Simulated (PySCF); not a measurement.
NMR data simulated for an unnamed compound:

1H NMR (300 MHz, computed): δ 8.87 (d, 1H), 7.76 (m, 1H), 7.31 (d, 1H), 7.19 (m, 1H), 2.81 (q, 2H), 1.24 (t, 3H).

13C{1H} NMR (computed): δ 174.3 (C), 157.9 (CH), 142.6 (CH), 127.6 (CH), 125.8 (CH), 38.0 (CH2), 19.8 (CH3).

- shielding tensors at B97-2/pcSseg-2 (GIAO)
- PBE0-D3(BJ)/def2-TZVP structure
- run in PySCF 2.14.0 with density-fitted response routines
- one conformer, no solvent, non-relativistic Hamiltonian, equivalent nuclei averaged

δ = σ(ref) − σ, references computed at the same level: TMS for 1H (σref 31.64), 13C (σref 185.38).

Q: Which of these does the molecule contain: a heteroaromatic ring, a CH3CH2 unit, a three-membered ring, a Si–H bond, an aldehyde?

A: 
- A heteroaromatic ring: yes.
- A CH3CH2 unit: yes (δC 19.8, 38.0; δH 1.24 (t), 2.81 (q)).
- A three-membered ring: no.
- A Si–H bond: no.
- An aldehyde: no.

The data belong to `CCc1ccccn1`, C$_{7}$H$_{9}$N; they needn't prove each group on their own.

Carbon signals by region: 1 in the far downfield region (above 160 ppm), 4 in the sp2 and nitrile region (100–160 ppm), 2 below 50 ppm. Above 160 ppm: 174.3, substituted aromatic carbon next to a ring nitrogen.

Shifts are as computed. Against solution values, carbons near 30 ppm lie about +3 ppm off and those near 130 ppm about +7 ppm. Of 1309 compounds with measured shifts, 239 miss one by over three times the rms of a fit or turn the order of signals round; such compounds aren't used in these exercises. Multiplicities follow the n + 1 count of equivalent neighbours, as no J values were calculated; m marks all less simple cases, F and P coupling included.
